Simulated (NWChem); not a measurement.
System: C3H6OS; SMILES C(=O)CSC

The following NWChem deck was run.

```
start job
memory heap 200 mb stack 900 mb global 1100 mb
geometry units angstroms noautoz
  C     -1.322001    -1.184345     0.186467
  S      0.438554    -1.199366    -0.215841
  C      0.951904     0.354497     0.581167
  C      0.387911     1.467862    -0.255167
  O     -0.607581     2.081671     0.028738
  H     -1.484167    -1.332044     1.264408
  H     -1.773834    -2.022618    -0.361923
  H     -1.800859    -0.247103    -0.133539
  H      2.052309     0.352131     0.564044
  H      0.586919     0.410106     1.617948
  H      0.924150     1.637706    -1.224112
end
basis spherical
  * library def2-tzvp
end
dft
  xc xpbe96 cpbe96
  iterations 150
  semidirect filesize 400000000
  mulliken
end
task dft energy
```

Output (shortened):

```
             Northwest Computational Chemistry Package (NWChem) 7.3.0
             --------------------------------------------------------

 C1  symmetry detected

                             Geometry "geometry" -> ""
                             -------------------------

 Output coordinates in angstroms (scale by  1.889725989 to convert to a.u.)

  No.       Tag          Charge          X              Y              Z
 ---- ---------------- ---------- -------------- -------------- --------------
    1 C                    6.0000    -1.32883905    -1.19731128     0.14681480
    2 S                   16.0000     0.43922718    -1.20060867    -0.22137291
    3 C                    6.0000     0.92158040     0.37080693     0.56043818
    4 C                    6.0000     0.36280808     1.46500836    -0.30421262
    5 O                    8.0000    -0.64404698     2.07297053    -0.04927589
    6 H                    1.0000    -1.51033693    -1.32965931     1.22366767
    7 H                    1.0000    -1.76161913    -2.04871407    -0.39669323
    8 H                    1.0000    -1.81072587    -0.27019092    -0.19722634
    9 H                    1.0000     2.02207980     0.37946044     0.56445654
   10 H                    1.0000     0.53608361     0.43900155     1.58901145
   11 H                    1.0000     0.91596282     1.62505285    -1.26528455

 Effective nuclear repulsion energy (a.u.)     221.6643144462

  pbe96 is a nonlocal functional; adding pw91lda local functional.

                                 NWChem DFT Module
                                 -----------------

 Summary of "ao basis" -> "ao basis" (spherical)
 ------------------------------------------------------------------------------
       Tag                 Description            Shells   Functions and Types
 ---------------- ------------------------------  ------  ---------------------
 C                         def2-tzvp                11       31   5s3p2d1f
 S                         def2-tzvp                13       37   5s5p2d1f
 O                         def2-tzvp                11       31   5s3p2d1f
 H                         def2-tzvp                 4        6   3s1p

            General Information
            -------------------
          SCF calculation type: DFT
          Wavefunction type:  closed shell.
          No. of atoms     :    11
          No. of electrons :    48
           Alpha electrons :    24
            Beta electrons :    24
          Charge           :     0
          Spin multiplicity:     1
          Use of symmetry is: off; symmetry adaption is: off
          Maximum number of iterations: 150
          AO basis - number of functions:   197
                     number of shells:    81
          Convergence on energy requested:  1.00D-06
          Convergence on density requested:  1.00D-05
          Convergence on gradient requested:  5.00D-04

              XC Information
              --------------
          PerdewBurkeErnzerhof Exchange Functional  1.000
            Perdew 1991 LDA Correlation Functional  1.000 local
           PerdewBurkeErnz. Correlation Functional  1.000 non-local

             Grid Information
             ----------------
          Grid used for XC integration:  medium
          Radial quadrature: Mura-Knowles
          Angular quadrature: Lebedev.
          Tag              B.-S. Rad. Rad. Pts. Rad. Cut. Ang. Pts.
          ---              ---------- --------- --------- ---------
          C                   0.70       49          11.0       434
          S                   1.00       88          10.0       590
          O                   0.60       49          11.0       434
          H                   0.35       45          12.0       434
          Grid pruning is: on
          Number of quadrature shells:   554
          Spatial weights used:  Erf1

      Superposition of Atomic Density Guess
      -------------------------------------

 Sum of atomic energies:        -588.27664839

      Non-variational initial energy
      ------------------------------

 Total energy =    -590.783328
 1-e energy   =   -1247.335272
 2-e energy   =     434.887629
 HOMO         =      -0.263070
 LUMO         =      -0.036470

------------------------------------------------------------
EAF file 0: "./job.aoints.0" size=806879232 bytes
------------------------------------------------------------
               write      read    awrite     aread      wait
               -----      ----    ------     -----      ----
     calls:     1539         0         0         0         0
   data(b): 8.07e+08  0.00e+00  0.00e+00  0.00e+00
   time(s): 0.00e+00  0.00e+00  0.00e+00  0.00e+00  0.00e+00
rate(mb/s): 0.00e+00  0.00e+00
------------------------------------------------------------

     ---------------------------------------------
      Total Density - Mulliken Population Analysis
     ---------------------------------------------

    Atom       Charge   Shell Charges
 -----------   ------   -------------------------------------------------------
    1 C    6     6.45   0.86  1.12  0.54  0.68  0.11  1.19  1.43  0.45  0.01  0.05  0.00
    2 S   16    16.05   2.01  0.49  1.48  1.07  0.76  4.18  1.69  0.88  2.28  1.10  0.03  0.08  0.01
    3 C    6     6.26   0.86  1.12  0.54  0.69  0.05  1.16  1.39  0.37  0.01  0.07  0.00
    4 C    6     5.43   0.86  1.12  0.55  0.60  0.14  0.95  0.89  0.18  0.04  0.09  0.02
    5 O    8     8.73   0.79  1.18  0.61  0.96  0.29  2.01  2.10  0.77  0.00  0.02  0.00
    6 H    1     0.83   0.24  0.44  0.13  0.02
    7 H    1     0.83   0.24  0.44  0.13  0.02
    8 H    1     0.83   0.24  0.44  0.13  0.02
    9 H    1     0.83   0.24  0.44  0.13  0.02
   10 H    1     0.85   0.24  0.44  0.14  0.02
   11 H    1     0.91   0.24  0.47  0.19  0.02

   convergence    iter        energy       DeltaE   RMS-Dens  Diis-err
 ---------------- ----- ----------------- --------- --------- ---------
 d= 0,ls=0.0,diis     1   -590.8783017833 -8.13D+02  1.78D-02  1.75D+00
 d= 0,ls=0.0,diis     2   -590.1447405175  7.34D-01  1.63D-02  8.25D+00
 d= 0,ls=0.0,diis     3   -590.9769232766 -8.32D-01  3.17D-03  3.75D-01
 d= 0,ls=0.0,diis     4   -591.0027135019 -2.58D-02  1.65D-03  6.85D-02
 d= 0,ls=0.0,diis     5   -591.0102322064 -7.52D-03  4.78D-04  9.26D-03
  Resetting Diis
 d= 0,ls=0.0,diis     6   -591.0114531489 -1.22D-03  1.10D-04  6.82D-04
 d= 0,ls=0.0,diis     7   -591.0115331617 -8.00D-05  8.34D-05  4.75D-05
 d= 0,ls=0.0,diis     8   -591.0115077153  2.54D-05  5.61D-05  2.78D-04
 d= 0,ls=0.0,diis     9   -591.0115385409 -3.08D-05  9.89D-06  9.88D-06
 d= 0,ls=0.0,diis    10   -591.0115394617 -9.21D-07  4.43D-06  7.29D-07

         Total DFT energy =     -591.011539461650
      One electron energy =    -1251.434773937704
           Coulomb energy =      491.114962527251
    Exchange-Corr. energy =      -52.356042497424
 Nuclear repulsion energy =      221.664314446227

 Numeric. integr. density =       47.999991164086

                       DFT Final Molecular Orbital Analysis
                       ------------------------------------

 Vector   22  Occ=2.000000D+00  E=-2.981766D-01
              MO Center=  2.2D-01, -7.9D-01, -9.6D-02, r^2= 3.2D+00
   Bfn.  Coefficient  Atom+Function         Bfn.  Coefficient  Atom+Function
  ----- ------------  ---------------      ----- ------------  ---------------
    47      0.265777   2 S  py               35     -0.219077   2 S  s
    46     -0.217851   2 S  px               36     -0.193503   2 S  s
    48      0.168823   2 S  pz               50      0.169524   2 S  py
     6      0.142035   1 C  px               34      0.142686   2 S  s
    49     -0.139737   2 S  px               44      0.122598   2 S  py

 Vector   23  Occ=2.000000D+00  E=-2.282568D-01
              MO Center= -6.7D-02,  8.3D-01, -1.5D-01, r^2= 3.7D+00
   Bfn.  Coefficient  Atom+Function         Bfn.  Coefficient  Atom+Function
  ----- ------------  ---------------      ----- ------------  ---------------
   138      0.295910   5 O  pz               48      0.287292   2 S  pz
    73     -0.275362   3 C  s               141      0.242173   5 O  pz
    51      0.197787   2 S  pz              137     -0.188914   5 O  py
   144      0.173411   5 O  pz              194      0.159388  11 H  s
   140     -0.154853   5 O  py              193      0.142796  11 H  s

 Vector   24  Occ=2.000000D+00  E=-2.026211D-01
              MO Center=  1.6D-01, -1.4D-01, -1.4D-01, r^2= 3.8D+00
   Bfn.  Coefficient  Atom+Function         Bfn.  Coefficient  Atom+Function
  ----- ------------  ---------------      ----- ------------  ---------------
    48      0.332425   2 S  pz               51      0.268821   2 S  pz
    73      0.244733   3 C  s                47     -0.224877   2 S  py
   138     -0.220928   5 O  pz               50     -0.187262   2 S  py
   141     -0.179664   5 O  pz              194     -0.179550  11 H  s
    45      0.159444   2 S  pz              144     -0.141137   5 O  pz

 Vector   25  Occ=0.000000D+00  E=-7.749529D-02
              MO Center=  2.0D-01,  1.2D+00, -1.8D-01, r^2= 2.9D+00
   Bfn.  Coefficient  Atom+Function         Bfn.  Coefficient  Atom+Function
  ----- ------------  ---------------      ----- ------------  ---------------
    50      0.303849   2 S  py              112      0.299562   4 C  py
   111      0.274143   4 C  px              109      0.260119   4 C  py
    36      0.247086   2 S  s               106      0.247687   4 C  py
   143     -0.240626   5 O  py               47      0.222156   2 S  py
   137     -0.215209   5 O  py              105      0.186515   4 C  px

 Vector   26  Occ=0.000000D+00  E=-1.002642D-02
              MO Center=  1.8D-01, -9.4D-01, -6.2D-02, r^2= 4.6D+00
   Bfn.  Coefficient  Atom+Function         Bfn.  Coefficient  Atom+Function
  ----- ------------  ---------------      ----- ------------  ---------------
    73     -2.030051   3 C  s                 5      1.992698   1 C  s
    49      0.983918   2 S  px              188      0.604943  10 H  s
   176     -0.589440   8 H  s               164     -0.561871   6 H  s
    50      0.516872   2 S  py              182      0.505775   9 H  s
   170     -0.496930   7 H  s                12      0.425565   1 C  px

 Vector   27  Occ=0.000000D+00  E= 2.125354D-02
              MO Center= -9.2D-02, -5.1D-01,  6.5D-01, r^2= 6.7D+00
   Bfn.  Coefficient  Atom+Function         Bfn.  Coefficient  Atom+Function
  ----- ------------  ---------------      ----- ------------  ---------------
    73      3.093705   3 C  s               104     -1.865941   4 C  s
     5      1.821415   1 C  s               164     -1.157736   6 H  s
    36     -1.025956   2 S  s               182     -0.996744   9 H  s
   188     -0.968014  10 H  s               170     -0.674242   7 H  s
   176     -0.578310   8 H  s               112      0.508240   4 C  py

------------------------------------------------------------
EAF file 0: "./job.aoints.0" size=1168113664 bytes
------------------------------------------------------------
               write      read    awrite     aread      wait
               -----      ----    ------     -----      ----
     calls:     2228         9         0     20043     20043
   data(b): 1.17e+09  4.72e+06  0.00e+00  1.05e+10
   time(s): 0.00e+00  0.00e+00  0.00e+00  0.00e+00  0.00e+00
rate(mb/s): 0.00e+00  0.00e+00
------------------------------------------------------------

     ---------------------------------------------
      Total Density - Mulliken Population Analysis
     ---------------------------------------------

    Atom       Charge   Shell Charges
 -----------   ------   -------------------------------------------------------
    1 C    6     6.37   0.85  1.12  0.52  0.68  0.07  1.32  1.31  0.44  0.01  0.04  0.00
    2 S   16    16.08   2.01  0.47  1.49  1.12  0.74  4.19  1.66  0.94  2.28  1.02  0.04  0.11  0.02
    3 C    6     6.11   0.85  1.12  0.52  0.70 -0.07  1.31  1.27  0.32  0.02  0.07  0.00
    4 C    6     5.96   0.86  1.11  0.56  0.58  0.14  1.27  1.02  0.24  0.04  0.12  0.01
    5 O    8     8.23   0.79  1.18  0.61  0.90  0.32  1.89  1.76  0.74  0.00  0.03  0.00
    6 H    1     0.86   0.27  0.46  0.11  0.02
    7 H    1     0.86   0.27  0.46  0.10  0.02
    8 H    1     0.84   0.27  0.45  0.10  0.02
    9 H    1     0.87   0.27  0.47  0.11  0.02
   10 H    1     0.89   0.27  0.47  0.13  0.02
   11 H    1     0.94   0.27  0.48  0.17  0.02

     -------------------------------------------
      Total Density - Lowdin Population Analysis
     -------------------------------------------

    Atom       Charge   Shell Charges
 -----------   ------   -------------------------------------------------------
    1 C    6     6.52   0.91  1.04  0.40  0.39  0.20  1.14  1.46  0.71  0.01  0.26  0.02
    2 S   16    15.51   1.99  0.84  1.12  0.78  0.55  3.91  1.88  1.05  1.95  1.11  0.03  0.24  0.04
    3 C    6     6.46   0.91  1.04  0.38  0.36  0.19  1.13  1.40  0.64  0.02  0.37  0.03
    4 C    6     6.37   0.91  1.04  0.38  0.34  0.18  1.09  1.17  0.51  0.07  0.60  0.09
    5 O    8     7.87   0.87  1.09  0.53  0.59  0.34  1.72  1.78  0.88  0.00  0.07  0.01
    6 H    1     0.89   0.25  0.40  0.17  0.06
    7 H    1     0.88   0.25  0.40  0.17  0.06
    8 H    1     0.88   0.25  0.40  0.17  0.07
    9 H    1     0.86   0.25  0.39  0.16  0.06
   10 H    1     0.87   0.25  0.39  0.17  0.06
   11 H    1     0.89   0.25  0.40  0.19  0.06

     Multipole analysis of the density
     ---------------------------------

     L   x y z        total         alpha         beta         nuclear
     -   - - -        -----         -----         ----         -------
     0   0 0 0     -0.000000    -24.000000    -24.000000     48.000000

     1   1 0 0      0.328008      0.164004      0.164004      0.000000
     1   0 1 0     -0.463643     -0.231822     -0.231822     -0.000000
     1   0 0 1      0.220588      0.110294      0.110294      0.000000

     2   2 0 0    -26.569830    -78.928127    -78.928127    131.286425
     2   1 1 0      4.661238     -5.284980     -5.284980     15.231199
     2   1 0 1      0.267779      0.122517      0.122517      0.022744
     2   0 2 0    -31.982276   -174.476006   -174.476006    316.969735
     2   0 1 1     -0.205689      1.596925      1.596925     -3.399540
     2   0 0 2    -28.124603    -31.044150    -31.044150     33.963698
```

Level: PBE/def2-TZVP. All runs use the structure optimised with PBE0/def2-SVP.
